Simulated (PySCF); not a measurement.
# Frontier orbitals and the lowest excitations

Phenyl(2-thienyl)phosphine oxide, C10H9OPS.
Numbering: `[O:1]=[P@H:2]([c:3]1[cH:4][cH:5][cH:6][cH:7][cH:8]1)[c:9]1[cH:10][cH:11][cH:12][s:13]1` (hydrogens: H14 on P2; H15 on C4; H16 on C5; H17 on C6; H18 on C7; H19 on C8; H20 on C10; H21 on C11; H22 on C12)

Structure used (PBE0-D3(BJ)/def2-SVP), in Å, numbered top down from 1:
```xyz
22
C10H9OPS angstrom
O      0.457    1.163   -2.467
P      0.252    0.000   -1.548
C     -1.241    0.122   -0.527
C     -1.706   -0.935    0.261
C     -2.854   -0.769    1.032
C     -3.538    0.447    1.010
C     -3.079    1.497    0.216
C     -1.929    1.337   -0.556
C      1.643   -0.221   -0.424
C      2.734    0.618   -0.430
C      3.710    0.253    0.536
C      3.343   -0.857    1.253
S      1.813   -1.459    0.764
H      0.116   -1.286   -2.152
H     -1.178   -1.893    0.278
H     -3.220   -1.593    1.650
H     -4.440    0.574    1.614
H     -3.620    2.446    0.195
H     -1.551    2.139   -1.195
H      2.804    1.460   -1.121
H      4.647    0.787    0.695
H      3.894   -1.354    2.052
```

Level of theory: TDDFT CAM-B3LYP/def2-SVPD, vertical, gas phase, core orbitals frozen in the response in PySCF.

Frontier orbitals with the atoms that hold most of them (Löwdin shares over 4%, at most four atoms; ? is withheld):

```
orbital  ε (eV)                             atoms
 LUMO+2    0.43    C5 17%, C4 17%, C8 17%, C7 17%
 LUMO+1    0.28      C6 14%, C3 13%, C8 9%, C9 8%
   LUMO       ?  S13 12%, C12 12%, C9 11%, C10 9%
   HOMO   -8.51                                 ?
 HOMO-1   -8.82                                 ?
 HOMO-2   -8.97    C8 16%, C5 16%, C4 13%, C7 12%
 HOMO-3   -9.02      C3 20%, C6 19%, C7 9%, C5 8%
```

Task: Give the leading atoms of the HOMO.

Result: C9 (bonded to C, P and S) 25%; C12 (bonded to C, S and H) 24%; C11 (bonded to 2 C and H) 15%; C10 (bonded to 2 C and H) 11%.

Task: Give the leading atoms of the HOMO-1.

Result: S13 (bonded to 2 C) 31%; C10 (bonded to 2 C and H) 15%; C11 (bonded to 2 C and H) 11%; C9 (bonded to C, P and S) 6%. By element: carbon 32% or more, sulfur 31%.

Task: What is the LUMO energy, and the HOMO–LUMO gap?

Result: ε(LUMO) = -0.36 eV; the gap is 8.15 eV (0.2994 hartree).

Task: The HOMO–LUMO gap is 8.15 eV. Where does the response calculation put the lowest singlet, and from which orbitals?

Result: S1 is at 5.34 eV (f = 0.075), 2.81 eV below the gap, made of HOMO→LUMO (24%), HOMO-3→LUMO+2 (22%), HOMO-2→LUMO (19%). Without the coupling terms of the response equations the lowest excitation would equal the gap.

Next come S2 at 5.36 eV (f 0.106), HOMO→LUMO (55%), HOMO-1→LUMO (14%); S3 at 5.64 eV (f 0.127), HOMO-1→LUMO (49%), HOMO-2→LUMO (19%), HOMO-1→LUMO+1 (12%); S4 at 5.97 eV (f 0.043), HOMO-3→LUMO (51%), HOMO-2→LUMO+2 (12%), HOMO-3→LUMO+1 (10%); S5 at 6.13 eV (f 0.0021), HOMO-4→LUMO (77%).

One conformer stands for the species.
